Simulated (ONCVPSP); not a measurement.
**Ir: one change to an ONCV potential, before and after**

ONCVPSP 4.0.1 input, shortened (lines: element, Z, core and valence counts, functional; n l f; lmax; l rc ep ncon nbas qcut; lloc lpopt rc5 dvloc0; l nproj debl; icmod fcfact rcfact), PBE, scalar-relativistic:

```
  Ir 77.00   10    4        4      upf
    1    0    2.00
    2    0    2.00
    2    1    6.00
    3    0    2.00
    3    1    6.00
    3    2   10.00
    4    0    2.00
    4    1    6.00
    4    2   10.00
    4    3   14.00
    5    0    2.00
    5    1    6.00
    5    2    7.00
    6    0    2.00
    2
    0    1.85    0.00    3    6    6.00
    1    1.50    0.00    4    8   10.30
    2    2.30    0.00    5   10    5.80
    4    5    1.20    3.00
    0    2    2.10
    1    2    3.00
    2    2    1.50
    0    0.00    0.00
```

Change: d: qcut 8.7.

Cutoffs: the cutoffs (Ha) at which the residual kinetic energy of the hardest occupied pseudo-wave falls to 1 and 0.1 mHa per electron; they do not see the model core or the augmentation charge, which bear on the density cutoff. Errors are all-electron minus pseudo energies relative to the spin-unpolarised reference configuration.

**Question.** How do hardness, ghosts and transferability respond?

**Answer.** The potential gets neither clearly harder nor softer (34 Ha and 40 Ha → 34 Ha and 40 Ha); the p channel sets the loose cutoff, while the largest relative change is in d, which becomes harder; of the 4 tests that both files solve, the error grows in 1 and shrinks in 0 by more than 15 % and 0.3 meV (median size 9.5 → 10.2 meV); neither file shows a bound ghost.

```csv
quantity,base,changed
"cutoff, loose",34 Ha,34 Ha
"cutoff, tight",40 Ha,40 Ha
loose cutoff by channel,"s 11 Ha, p 34 Ha, d 14 Ha","s 11 Ha, p 34 Ha, d 18 Ha"
bound ghosts,none,none
GHOST(+) flags under 300 eV,s at 122.6 eV,s at 122.6 eV
"error for 5s2 5p6 5d7 6s1, meV [ΔE 9.88 eV]",-4.1,-4.6
"error for 5s2 5p6 5d7 6s0, meV [ΔE 27.35 eV]",-15,-16
"error for 5s2 5p6 5d6 6s0, meV [ΔE 57.89 eV]",-20,-18
"error for 5s2 5p6 5d7.5 6s1.5, meV [ΔE -0.29 eV]",-1.2,-3.0
s: phases at 1.88 bohr within 0.05 rad from the reference energy up to (Ha; the scan ends near 5),3.7,3.7
p: phases at 1.52 bohr within 0.05 rad from the reference energy up to (Ha; the scan ends near 5),to the end of the scan,to the end of the scan
d: phases at 2.33 bohr within 0.05 rad from the reference energy up to (Ha; the scan ends near 5),to the end of the scan,to the end of the scan
```
